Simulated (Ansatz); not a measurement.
Species: CH₈Si₃, SMILES `C/[SiH]=[SiH]/[SiH3]` (charge 0, multiplicity 1).

Give a relaxed geometry from Ansatz (an electronic-structure program) with PBE0-D3(BJ)/def2-TZVP.

the end point of this relaxation (outside a Z-matrix the atoms follow the SMILES, hydrogens last).
Bond lengths (Å): C1–Si2 1.868, C1–H5 1.093, C1–H6 1.091, C1–H7 1.093, Si2–Si3 2.144, Si2–H8 1.484, Si3–Si4 2.311, Si3–H9 1.485, Si4–H10 1.487, Si4–H11 1.488, Si4–H12 1.488. Angles (°): Si2–C1–H5 110.7, Si2–C1–H6 110.5, Si2–C1–H7 110.3, H5–C1–H6 108.8, H5–C1–H7 108.0, H6–C1–H7 108.5, C1–Si2–Si3 127.1, C1–Si2–H8 113.7, Si3–Si2–H8 117.7, Si2–Si3–Si4 116.7, Si2–Si3–H9 118.6, Si4–Si3–H9 120.2, Si3–Si4–H10 106.8, Si3–Si4–H11 111.6, Si3–Si4–H12 112.4, H10–Si4–H11 108.9, H10–Si4–H12 109.3, H11–Si4–H12 107.8.
